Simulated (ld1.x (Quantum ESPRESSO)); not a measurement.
Cutoff test, arsenic, TM

* Element: arsenic (As)
* Generator: ld1.x (Quantum ESPRESSO) 7.5
* Type: norm-conserving Troullier–Martins (Kleinman–Bylander form)
* Functional: LDA (PZ)
* Relativity: fully relativistic
* Frozen core: [Ar] 3d10
* Valence charge: 5
* Reference configuration: 4s2 4p3
* Partial waves: 4p (bound): rc 1.95 bohr; 4s (bound): rc 1.60 bohr
* Local potential: the s channel
* Core correction: none

Open shells are filled in proportion to 2j + 1 (rel_dist='average').

The pseudo-atom Hamiltonian at the reference potential is diagonalised in spherical Bessel functions j_l(qr) that vanish at 20 bohr, with q² up to the cutoff. All-electron valence levels (Ry): 4p1/2 -0.4070, 4p3/2 -0.3863, 4s -1.0804.

Task: How do the lowest levels (Ry) of each channel move with the cutoff, and are there ghosts?

Result:

```tsv
cutoff (Ry)	p1/2 #1	p1/2 #2	p1/2 #3	p3/2 #1	s #1	s #2	d #1	d #2	f #1	Σ f·Δε (mRy)
8	-0.4305	0.0253	0.1134	-0.3739	-0.9860	-0.0266	0.0620	0.1366	0.1138	237.2
10	-0.4685	0.0175	0.0986	-0.3751	-1.0267	-0.0297	0.0619	0.1365	0.1138	191.2
15	-7.8652	-0.3997	0.0287	-0.3828	-1.0668	-0.0329	0.0619	0.1364	0.1138	41.4
18	-13.6612	-0.4046	0.0283	-0.3848	-1.0726	-0.0335	0.0619	0.1364	0.1138	21.1
21	-19.7173	-0.4062	0.0282	-0.3857	-1.0728	-0.0335	0.0619	0.1363	0.1138	17.1
30	-31.4102	-0.4068	0.0281	-0.3861	-1.0748	-0.0336	0.0619	0.1362	0.1138	11.8
35	-32.5352	-0.4069	0.0281	-0.3861	-1.0773	-0.0338	0.0619	0.1362	0.1138	6.6
40	-32.5756	-0.4069	0.0281	-0.3862	-1.0791	-0.0339	0.0619	0.1362	0.1138	2.8
45	-32.8242	-0.4070	0.0280	-0.3863	-1.0798	-0.0340	0.0619	0.1362	0.1138	1.3
55	-34.0605	-0.4070	0.0280	-0.3863	-1.0801	-0.0340	0.0619	0.1362	0.1138	0.5
60	-34.7406	-0.4070	0.0280	-0.3863	-1.0801	-0.0340	0.0619	0.1362	0.1138	0.5
400	-35.8362	-0.4070	0.0280	-0.3863	-1.0804	-0.0340	0.0619	0.1362	0.1138	0.0
```

Result: ghost state, extra bound levels that the all-electron valence spectrum of the same l lacks: p1/2 at -487.6 eV (a true bound ghost makes a file unfit for plane-wave use); 10 mRy is reached at 35 Ry and 1 mRy at 50 Ry.

Its largest configuration-test error is +478 meV.
